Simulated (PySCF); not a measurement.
Al(Cl)(SH)2 (AlClH2S2), SMILES [Al]([Cl])([SH])[SH].

Geometry optimised at PBE0-D3(BJ)/def2-SVP. Other conformers were not sampled.

Level of theory: PySCF with ωB97X/def2-TZVPD.

The molecule is in vacuum.

```
Property                                                                                                       Result
---------------------------------------------------------------------------------------------  ----------------------
total energy                                                                                      -1500.41983 hartree
point group                                                                                                       C2v
highest occupied level                                                                                      -10.34 eV
lowest empty level                                                                                            0.51 eV
orbital gap                                                                                                  10.85 eV
dipole moment                                                                                                  2.08 D
quadrupole, principal values (traceless, Buckingham form, about the centre of nuclear charge)   -6.79, 1.11, 5.67 D·Å
mean static polarisability                                                                      80.6 bohr³ (11.95 Å³)
polarisability, principal values                                                               64.9, 85.5, 91.5 bohr³
```
